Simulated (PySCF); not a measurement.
Two-component Hartree-Fock for Hf (hafnium, neutral)

Start: [Xe] 4f14 5d2 6s2; 5d3/2 filled at m_j = +1/2, +3/2. Calculated with PySCF 2.14 in x2c-TZVPPall-2c (11s11p10d3f1g, 124 functions): generalised Hartree-Fock with the X2C-1e Hamiltonian and a Gaussian nucleus; one run each with spin-orbit coupling (SO) switched off, then screened by Boettger's factors.

```
spinor shell  electrons  ε, spin-free (eV)  ε, screened SO (eV)  weight of nominal j (screened SO)  rms radius, screened SO (bohr)
       1s1/2          2           -65692.5             -65674.2                              1.000                          0.0215
       2s1/2          2           -11372.8             -11367.0                              1.000                          0.0869
       2p1/2          2            -9987.3             -10836.3                              1.000                          0.0740
       2p3/2          4            -9987.3              -9638.9                              1.000                          0.0812
       3s1/2          2            -2651.6              -2649.7                              1.000                           0.222
       3p1/2          2            -2230.3              -2414.5                              1.000                           0.214
       3p3/2          4            -2230.3              -2153.3                              1.000                           0.228
       3d3/2          4            -1727.0              -1759.9                              1.000                           0.202
       3d5/2          6            -1727.0              -1703.3                              1.000                           0.206
       4s1/2          2            -565.11              -564.41                              1.000                           0.498
       4p1/2          2            -424.28              -466.74                              1.000                           0.508
       4p3/2          4            -424.28              -406.28                              1.000                           0.541
       4d3/2          4            -238.76              -245.29                              1.000                           0.571
       5s1/2          2            -80.279              -80.041                              1.000                            1.22
       5p1/2          2            -43.631              -50.184                              0.984                            1.38
       5p3/2          4            -43.631              -40.623                              0.992                            1.48
       4f5/2          6            -31.458              -32.156                              0.999                           0.747
       4f7/2          8            -31.458              -30.290                              0.999                           0.748
       5d3/2          2             -7.273               -7.383                              0.865                            2.57
       6s1/2          2             -6.497               -6.441                              0.985                            3.97
```

Question: Where does 4d5/2 lie, and what is the 4d spin-orbit splitting (screened SO)?

Answer: At -233.73 eV, 11.552 eV above 4d3/2.

```csv
quantity,spin-free,screened SO
E (hartree),-15066.92561,-15082.77048
M_J,2,2
⟨J²⟩,8.084,6.864
⟨L²⟩,12.054,11.830
⟨S²⟩,2.030,2.028
```

The determinant has a definite M_J but mixes levels of different J.

Each row is a mean over spinors that exchange with the open shell spreads, by up to 2.457 eV (5p1/2).

Rows whose weight is well below 1 are mixtures of j = l ± 1/2: exchange outweighs spin-orbit coupling there, and the label is only the starting occupation.

Breit and QED terms are absent; they matter most for the inner s and p1/2 levels.

Densities and radii are taken from the X2C orbitals without a picture-change correction, which distorts them close to the nucleus.

Without spin-orbit coupling the j labels of p, d and f shells carry no meaning; the spin-free column gives the mean over the occupied spinors of each nl shell, and its ⟨J²⟩ belongs to a mixture of degenerate components.
